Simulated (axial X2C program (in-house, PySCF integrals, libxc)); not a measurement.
Working with the constants of SnH

A bond curve at the PBE0 level, 2c, was computed with an in-house all-electron X2C program for linear molecules (integrals from PySCF) (basis Sn dyall-cv3z [11s12p9d4f1g], H dyall-v3z [6s2p1d] (cores contracted in-house)) for the state Ω = 1/2 (⟨Sz⟩ = -0.50, ⟨Lz⟩ = 1.00 at PBE0). Its fit gives Re = 1.7799 Å, ωe = 1705.7 cm⁻¹, ωexe = 25.6 cm⁻¹ and αe = 1.367e-01 cm⁻¹; the masses are 119.9022 and 1.0078 u. Two-component means X2C with spin–orbit coupling and atomic mean-field Coulomb and Gaunt terms.

**Question.** Find the reduced mass, Be and the force constant.

**Answer.** From the PBE0 values: μ = 0.9994 u. Be = 16.8576/(μ Re²) = 5.324 cm⁻¹. k = 5.8918×10⁻⁷ μ ωe² = 1.71 mdyn/Å.

**Question.** Scale the constants to the deuteride (D 2.0141 u) within the Born–Oppenheimer picture.

**Answer.** ρ = √(μH/μD) = 0.7103; ωe = 1211.6, ωexe = 12.9, Be = 2.686 cm⁻¹; the zero-point energy falls by 244 cm⁻¹.

**Question.** The dipole moment p changes by 3.29 D/Å at Re. What harmonic infrared intensity follows?

**Answer.** I = 42.256 × (dp/dR)²/μ = 460 km/mol.

**Question.** Where do the fundamental and the first overtone lie?

**Answer.** ν(1←0) = ωe − 2ωexe = 1654.5 cm⁻¹; ν(2←0) = 2ωe − 6ωexe = 3257.8 cm⁻¹.

**Question.** A Morse curve ties αe to the other constants (Pekeris). How well does that hold?

**Answer.** αe(Morse) = 6Be²/ωe × (√(ωexe/Be) − 1) = 1.189e-01 cm⁻¹; the PBE0 curve gives 1.367e-01 cm⁻¹, a ratio of 0.87.

The state is one determinant whose occupation by symmetry is held fixed; it was picked as the lowest of a PBE0 search that is not exhaustive. Density functionals use the spin component along the axis (collinear). Without a current term, density functionals place determinants with orbital angular momentum somewhat too high.
